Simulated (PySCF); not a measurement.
**Li2I2: fields on a plane**

These are results of PBE0/[Li def2-TZVP, I def2-TZVP with ECP28], scalar-relativistic core potentials, density fitting, no spin–orbit coupling, PySCF, not measurements.

The singlet minimum has Li–I 2.573 Å (×4); I–Li–I 114.1° (×2), Li–I–Li 65.9° (×2).

The plane holds Li1 at (0.00, 0.00), Li2 at (2.80, 0.00), I3 at (1.40, 2.16), I4 at (1.40, -2.16) Å. Columns run from x = -1.95 to 5.25 Å, rows from y = 4.35 (top) to -4.05 Å, in steps of 0.3 Å. Other isomers or separated fragments may lie lower. Core electrons replaced by a potential are absent, the electrostatic potential uses the reduced nuclear charge, and values within about 0.7 Å of such atoms have no physical meaning.

Task: Give the electron localisation function (set to 0 where the density is under 0.005 e/Å³). Lower edges of the bins: '_' 0.000, '.' 0.100, ':' 0.200, '-' 0.300, '=' 0.400, '+' 0.500, '*' 0.600, '#' 0.700, '%' 0.800, '@' 0.900; top 1.00, each point printed twice.

Result: 
```
________________..::------::::____________________
____________..::--++++++++++==--..________________
__________..::==++**########**++--..______________
________..::==**####%%%%%%%%##**++--..____________
________::--++######**++**######**==::____________
______..--++**####==::::::--######++--..__________
______..--++####**::**%%##::==####**==::__________
______::==**####==--%%__**++--####**++--__________
______::++**####++::%%::##==--######++--__________
______--++**##%%**::--**++::++%%%%##++--__________
______::==**##%%%%**--::::++##%%##**++--__________
______......--++##%%##**##%%%%**--::....__________
________________..**########--____________________
__________--@@##____==++==..__==@@**______________
________..@@@@@@##____....__..@@@@@@**____________
________..@@@@@@##____....__..@@@@@@**____________
__________--@@##____==++==..__==@@**______________
________________..**########--____________________
______......--++##%%##**##%%%%**--::....__________
______::==**##%%%%**--::::++##%%##**++--__________
______--++**##%%**::--**++::++%%%%##++--__________
______::++**####++::%%::##==--######++--__________
______::==**####==--%%__**++--####**++--__________
______..--++####**::**%%##::==####**==::__________
______..--++**####==::::::--######++--..__________
________::--++######**++**######**==::____________
________..::==**####%%%%%%%%##**++--..____________
__________..::==++**########**++--..______________
____________..::--++++++++++==--..________________
```

Task: Give the electron density (e/Å³) (cut at 5 e/Å³). Lower edges of the bins (e/Å³): '_' 0.000, '.' 0.030, ':' 0.076, '-' 0.151, '=' 0.268, '+' 0.455, '*' 0.750, '#' 1.218, '%' 1.960, '@' 3.136; top 5.00, each point printed twice.

Result: 
```
__________________________________________________
____________________......________________________
________________....::::::....____________________
______________..::----==----::....________________
____________..::--==++++++++--::..________________
__________....--==**##%%##**++--::..______________
__________..::==++##@@@@@@%%**==::..______________
__________..::==**@@@@%%@@@@**==--..______________
__________..::==**%%@@@@@@@@**==--....____________
__________..::==++##@@@@@@##**==--..______________
__________..::--==++**##****++--::..______________
__________..::::--==++++++====--::..______________
__________..::::--------------::::..______________
__________--++++--::::::::::--++**==..____________
________..++@@@@++::......::==@@@@##::____________
________..++@@@@++::......::==@@@@##::____________
__________--++++--::::::::::--++**==..____________
__________..::::--------------::::..______________
__________..::::--==++++++====--::..______________
__________..::--==++**##****++--::..______________
__________..::==++##@@@@@@##**==--..______________
__________..::==**%%@@@@@@@@**==--....____________
__________..::==**@@@@%%@@@@**==--..______________
__________..::==++##@@@@@@%%**==::..______________
__________....--==**##%%##**++--::..______________
____________..::--==++++++++--::..________________
______________..::----==----::....________________
________________....::::::....____________________
____________________......________________________
```
